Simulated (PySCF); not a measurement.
**Polarisability and C₆ of Cd (cadmium, neutral)**

[Kr] 4d10 5s2, closed-shell 1S. Calculation: PySCF 2.14, in x2c-QZVPPall with one added diffuse shell each of s, p, d, f, g type (14s9p8d5f3g, 143 functions); scalar relativity by spin-free X2C-1e. Coupled (time-dependent) response in atomic units; α is the mean over directions.

```csv
method,mean α (bohr³),C₆ (like pair),S(−4)
TPSSh,51.21,473.0,1221
```

S(−4) is the Cauchy moment in α(ω) = α(0) + S(−4) ω² + …

Reference α: 46 ± 2 bohr³ (recommended; Schwerdtfeger and Nagle, table of static dipole polarizabilities (2023 update)). Published C₆: 405.0 (Gould and Bucko (2016)).

α(iu) at TPSSh:

```csv
u (hartree),α(iu) (bohr³)
0,51.21
0.0500,48.35
0.100,41.67
0.200,28.01
0.300,19.36
0.500,11.25
0.750,7.184
1.00,5.207
1.50,3.252
2.00,2.273
3.00,1.305
5.00,0.5930
```

A single London oscillator, α(iu) = α/(1 + u²/ω²), gives C₆ = (3/4) ω α². Matching the computed C₆ needs ω = 4 × 473.0 / (3 × 51.21²) = 0.240 hartree.
